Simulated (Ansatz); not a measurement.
Start from `CB([SiH3])BCl` and change one atom or group to get `C[B]([SiH3])[SnH3]`.

Ansatz, PBE0-D4/def2-TZVP geometries, multiplicity 1. Each molecule was computed in one conformer, which needn't be the lowest.

Elements past krypton have def2 core potentials.

```tsv
property	`CB([SiH3])BCl`
HOMO–LUMO gap (PBE/def2-TZVPP) / eV	3.27
size of the dipole moment (PBE/def2-TZVPP) / D	1.56
HOMO–LUMO gap (ωB97M-V/def2-TZVPP) / eV	9.56
HOMO energy (PBE0/def2-TZVPP) / eV	-7.42
size of the dipole moment (ωB97M-V/def2-TZVPP) / D	1.58
HOMO–LUMO gap (PBE0/def2-TZVPP) / eV	5.44
```

Task: Give the same properties after the change, and the shifts. (An estimate is asked.)

Result: The calculation gave: 
| property | `C[B]([SiH3])[SnH3]` | shift |
| --- | --- | --- |
| HOMO–LUMO gap (PBE/def2-TZVPP) / eV | 2.89 | -0.38 |
| size of the dipole moment (PBE/def2-TZVPP) / D | 1.66 | 0.10 |
| HOMO–LUMO gap (ωB97M-V/def2-TZVPP) / eV | 8.86 | -0.70 |
| HOMO energy (PBE0/def2-TZVPP) / eV | -7.20 | 0.22 |
| size of the dipole moment (ωB97M-V/def2-TZVPP) / D | 1.66 | 0.08 |
| HOMO–LUMO gap (PBE0/def2-TZVPP) / eV | 4.87 | -0.57 |

With PBE0 the HOMO rises by 0.22 eV and the LUMO falls by 0.36 eV, so the gap narrows by about 0.58 eV. PBE moves the HOMO by 0.05 eV and ωB97M-V by 0.32 eV. Dipoles are sizes alone; their direction can turn.
